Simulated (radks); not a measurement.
Results of a calculation; reference values are marked as such.
All-electron atom: Rh in [Kr] 4d8 5s1. Level of theory: scalar-relativistic Kohn-Sham, PBE, spin-polarised, spherical densities, finite nucleus; open shells are filled with parallel spins first (spin-orbit coupling, left out, can overturn this in heavy ions); Fermi nuclear charge, rms radius 4.4945 fm (a radial shooting solver on a logarithmic mesh with Libxc functionals). Some entries of the table are withheld. Estimate them.

orbital  occ.  eigenvalue (hartree)  <r> (bohr)
1s up       1             -846.6227     0.03263
1s down     1             -846.6222     0.03263
2s up       1             -122.7408      0.1419
2s down     1             -122.7302      0.1419
2p up       3             -110.0007      0.1237
2p down     3             -109.9926      0.1237
3s up       1             -21.93042      0.3907
3s down     1             -21.92464      0.3906
3p up       3             -17.74225      0.3905
3p down     3             -17.73570      0.3905
3d up       5             -11.04635      0.3704
3d down     5             -11.03644      0.3703
4s up       1                   (1)      0.9811
4s down     1                   (2)      0.9793
4p up       3                   (3)       1.083
4p down     3                   (4)       1.081
4d up       5              -0.23961       1.589
4d down     3              -0.18432       1.598
5s up       1              -0.17498         (5)
5s down     0              -0.13018         (6)

Answer. 
(1) 4s up eigenvalue (hartree): -3.04899
(2) 4s down eigenvalue (hartree): -3.00188
(3) 4p up eigenvalue (hartree): -1.87186
(4) 4p down eigenvalue (hartree): -1.82160
(5) 5s up <r> (bohr): 3.239
(6) 5s down <r> (bohr): 3.373
